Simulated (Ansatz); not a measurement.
Reaction (redistribution): `NB[SiH2]O` + `[AlH2][SiH]([SiH3])O[SiH3]` → `O[SiH2]BO[SiH3]` + `N[SiH]([AlH2])[SiH3]`

Calculated with Ansatz (gas phase, PBE0-D4/def2-TZVP geometries, no zero-point term in ΔE). CCSD(T)/CBS is the MP2 limit (def2-TZVPP, def2-QZVPP) plus CCSD(T) − MP2 in def2-TZVPP, frozen cores. DFT in def2-TZVPP. B3LYP here is the variant with VWN-RPA as its local correlation; programs differ in this. Each species was taken in one conformer, which may not be the lowest.

**Question.** Is it downhill or uphill in electronic energy at CCSD(T)/CBS, and by how much? (Estimate.)

**Answer.** Ansatz gave: Uphill: ΔE = +74.3 kJ/mol.

**Question.** What do these levels give: B3LYP-D4, ωB97M-V, r2SCAN, MP2/def2-TZVPP, MP2/def2-QZVPP, HF/CBS(def2)? (An estimate is asked.)

**Answer.** The calculation gave: B3LYP-D4 77.5, ωB97M-V 75.5, r2SCAN 75.0, MP2/def2-TZVPP 75.8, MP2/def2-QZVPP 75.5, HF/CBS(def2) 72.8 kJ/mol.

Largest T1 diagnostic among the species: 0.013.

The D4 term adds +3.5 kJ/mol with B3LYP and +2.1 kJ/mol with PBE0; it sums over pairs of atoms, weighted by their polarisabilities, and B3LYP, whose exchange is more repulsive, gets the larger term.
